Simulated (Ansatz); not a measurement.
Start from `C[CH2][GeH3]` and change one atom or group to get `[CH3][GeH3]`.

Ansatz, PBE0-D4/def2-TZVP geometries, multiplicity 1. 

Scalar relativity is left out up to krypton.

```tsv
property	`C[CH2][GeH3]`
HOMO energy (B3LYP/def2-TZVPP) / eV	-8.08
HOMO energy (PBE/def2-TZVPP) / eV	-7.06
size of the dipole moment (B3LYP/def2-TZVPP) / D	0.86
ideal-gas entropy at 298 K and 1 bar (rigid rotor, harmonic PBE0-D4/def2-TZVP) / J/(mol·K)	311
zero-point energy (PBE0-D4/def2-TZVP) / kJ/mol	232.0
size of the dipole moment (ωB97M-V/def2-TZVPP) / D	0.82
```

What does the change do to each property? (Estimate.)

Computed: 
| property | `[CH3][GeH3]` | shift |
| --- | --- | --- |
| HOMO energy (B3LYP/def2-TZVPP) / eV | -8.70 | -0.62 |
| HOMO energy (PBE/def2-TZVPP) / eV | -7.68 | -0.62 |
| size of the dipole moment (B3LYP/def2-TZVPP) / D | 0.72 | -0.14 |
| ideal-gas entropy at 298 K and 1 bar (rigid rotor, harmonic PBE0-D4/def2-TZVP) / J/(mol·K) | 269 | -42 |
| zero-point energy (PBE0-D4/def2-TZVP) / kJ/mol | 156.1 | -75.9 |
| size of the dipole moment (ωB97M-V/def2-TZVPP) / D | 0.69 | -0.13 |

With PBE0 the HOMO falls by 0.65 eV and the LUMO rises by 0.05 eV, so the gap widens by about 0.70 eV. PBE moves the HOMO by -0.62 eV and ωB97M-V by -0.67 eV. The zero-point energy changes by -75.9 kJ/mol with -9 modes. Dipoles are sizes alone; their direction can turn.

B3LYP here is the variant with VWN-RPA as its local correlation; programs differ in this.
